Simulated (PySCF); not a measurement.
BaCl₂, charge +1, multiplicity 2. Atoms are numbered in the order given.

```xyz
3

Ba     0.0000     0.0000     0.9294
Cl     0.0000     1.3490    -1.5308
Cl     0.0000    -1.3490    -1.5308
```
Charge +1, spin multiplicity 2.

Geometry optimised at B3LYP-D3(BJ)/def2-TZVP. The spin state was assumed, not searched. The isomer is the one that the SMILES or the coordinates give; other isomers of the formula were not compared. The def2 effective core potentials stand for the cores of Ba; spin–orbit coupling is left out.

Method: IEF-PCM-PBE0/def2-SVP in PySCF 2.14.0.

The values are the electrostatic part of the solvation free energy, E(continuum) − E(gas) at the gas-phase geometry, in a cavity of scaled van der Waals radii (PySCF's table); cavitation and dispersion terms are not included. A continuum can't describe solvent molecules that bind to the metal.

```
solvent                ε  ΔG(elec) (kcal/mol)
-----------------  -----  -------------------
water              78.36                -67.6
dimethylsulfoxide  46.83                -67.0
benzene             2.27                -36.3
```
